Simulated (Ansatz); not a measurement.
AsH4Si (SMILES [SiH2][AsH2]) moved off its minimum; all values from Ansatz (an electronic-structure program), cores frozen in correlated methods. Open shells are unrestricted.
(charge 0, multiplicity 2)
```xyz
6

Si    -1.4813    -0.3875    -0.1098
As     0.7571     0.1928     0.2241
H     -2.4358     0.8751     0.1455
H     -1.8492    -0.8933    -1.3992
H      1.1863    -1.3114     0.0102
H      0.8700     0.5556    -1.3072
```

Problem. Give the forces (eV/Å), the total energy and the dipole at CCSD(T)/def2-TZVPPD.

Solution. 
| atom | Fx | Fy | Fz |
|---|---|---|---|
| Si1 | -1.396 | 1.600 | 1.165 |
| As2 | 0.547 | -0.492 | -0.785 |
| H3 | 0.989 | -1.235 | -0.167 |
| H4 | -0.118 | -0.453 | -0.930 |
| H5 | -0.139 | 0.811 | 0.002 |
| H6 | 0.117 | -0.230 | 0.716 |
Energy -2525.7316 hartree, dipole 0.53 D.
